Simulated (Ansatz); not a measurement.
Relaxation of CH$_{3}$AlClF (7 atoms, charge 0, multiplicity 1), to a largest force component of 0.03 eV/Å in at most 50 steps.

Theory: RKS r2SCAN-D4/def2-SVP in Ansatz.

```xyz
7
Properties=species:S:1:pos:R:3:forces:R:3
Al 0.555 0.087 0.793 0.93 -1.22 -0.53
F 1.587 -1.206 0.297 -0.31 1.03 1.02
C -0.649 0.074 -0.688 -0.36 0.50 0.24
H -0.062 -0.749 -1.099 -0.29 -0.30 -0.77
Cl 0.903 1.101 2.584 0.00 0.00 0.01
H -1.688 -0.241 -0.513 0.02 -0.01 0.02
H -0.646 0.934 -1.374 0.02 0.00 0.02
```

Problem. Where does it end, and by what steps?

Solution. It converged. After 7 steps the energy has fallen by 0.447 eV; H4 moved furthest, 0.56 Å.

| step | energy less start (eV) | largest force component (eV/Å) | accepted |
| --- | --- | --- | --- |
| 0 | 0.0000 | 1.224 | yes |
| 1 | -0.2328 | 1.095 | yes |
| 2 | -0.3644 | 0.667 | yes |
| 3 | -0.3618 | 0.956 | no |
| 4 | -0.4255 | 0.142 | yes |
| 5 | -0.4401 | 0.203 | yes |
| 6 | -0.4464 | 0.051 | yes |
| 7 | -0.4466 | 0.016 | yes |

```xyz
7
Properties=species:S:1:pos:R:3
Al 0.693 -0.105 0.698
F 1.920 -1.226 0.656
C -0.611 0.019 -0.717
H -0.440 -0.726 -1.510
Cl 0.666 1.147 2.379
H -1.632 -0.128 -0.325
H -0.597 1.020 -1.181
```

Run time: 6.5 s on 2 threads of AMD EPYC 9R45 96-Core Processor (Zen 5) (shared host), peak memory 0.18 GiB.
